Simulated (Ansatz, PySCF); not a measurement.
Sn(H)(F)(NH2)2 (FH5N2Sn), SMILES [NH2][SnH]([NH2])[F]. Atoms are numbered in the order given.

```xyz
9

Sn     0.0757     0.1122    -0.3085
N     -1.6090    -1.0296    -0.3217
N      1.5995    -1.0717     0.3370
F     -0.1057     1.5741     0.9917
H      0.3657     0.8646    -1.8145
H     -2.3741    -0.6081    -0.8488
H     -1.9583    -1.2321     0.6157
H      1.2603    -1.8340     0.9251
H      2.3034    -0.5591     0.8694
```
Charge 0, spin multiplicity 1.

Geometry: B3LYP-D3(BJ)/def2-SVP. The structure was generated by enumeration; whether it is a known compound was not checked. The def2 effective core potentials stand for the cores of Sn; spin–orbit coupling is left out. The values are those of a single conformer.

Two levels are set side by side: PBE-D3(BJ)/def2-SVP (Ansatz, an electronic-structure program) and B3LYP-D3(BJ)/def2-SVP (Ansatz). Each level has its own optimised geometry; the coordinates shown are those of the second. Frequencies come from the Hessian of PySCF at each geometry. Differences are taken from unrounded values.

```json
[
 {"quantity": "mean bond length (Å)", "B3LYP-D3(BJ)": "1.478", "PBE-D3(BJ)": "1.491", "PBE-D3(BJ) minus B3LYP-D3(BJ)": "0.012"},
 {"quantity": "bond Sn1–N2 (Å)", "B3LYP-D3(BJ)": "2.035", "PBE-D3(BJ)": "2.053", "PBE-D3(BJ) minus B3LYP-D3(BJ)": "0.017"},
 {"quantity": "bond Sn1–N3 (Å)", "B3LYP-D3(BJ)": "2.035", "PBE-D3(BJ)": "2.052", "PBE-D3(BJ) minus B3LYP-D3(BJ)": "0.017"},
 {"quantity": "bond Sn1–F4 (Å)", "B3LYP-D3(BJ)": "1.965", "PBE-D3(BJ)": "1.980", "PBE-D3(BJ) minus B3LYP-D3(BJ)": "0.015"},
 {"quantity": "bond Sn1–H5 (Å)", "B3LYP-D3(BJ)": "1.708", "PBE-D3(BJ)": "1.721", "PBE-D3(BJ) minus B3LYP-D3(BJ)": "0.013"},
 {"quantity": "bond N2–H6 (Å)", "B3LYP-D3(BJ)": "1.020", "PBE-D3(BJ)": "1.029", "PBE-D3(BJ) minus B3LYP-D3(BJ)": "0.009"},
 {"quantity": "bond N2–H7 (Å)", "B3LYP-D3(BJ)": "1.021", "PBE-D3(BJ)": "1.030", "PBE-D3(BJ) minus B3LYP-D3(BJ)": "0.009"},
 {"quantity": "bond N3–H8 (Å)", "B3LYP-D3(BJ)": "1.021", "PBE-D3(BJ)": "1.030", "PBE-D3(BJ) minus B3LYP-D3(BJ)": "0.009"},
 {"quantity": "bond N3–H9 (Å)", "B3LYP-D3(BJ)": "1.021", "PBE-D3(BJ)": "1.030", "PBE-D3(BJ) minus B3LYP-D3(BJ)": "0.009"},
 {"quantity": "highest harmonic wavenumber (cm⁻¹)", "B3LYP-D3(BJ)": "3599", "PBE-D3(BJ)": "3508", "PBE-D3(BJ) minus B3LYP-D3(BJ)": "-91"},
 {"quantity": "mean harmonic wavenumber (cm⁻¹)", "B3LYP-D3(BJ)": "1227", "PBE-D3(BJ)": "1196", "PBE-D3(BJ) minus B3LYP-D3(BJ)": "-31"},
 {"quantity": "zero-point energy (kcal/mol)", "B3LYP-D3(BJ)": "36.82", "PBE-D3(BJ)": "35.90", "PBE-D3(BJ) minus B3LYP-D3(BJ)": "-0.92"}
]
```

Exact exchange shortens and stiffens bonds; PBE has none. Differences between two approximate levels are no errors against the true value.
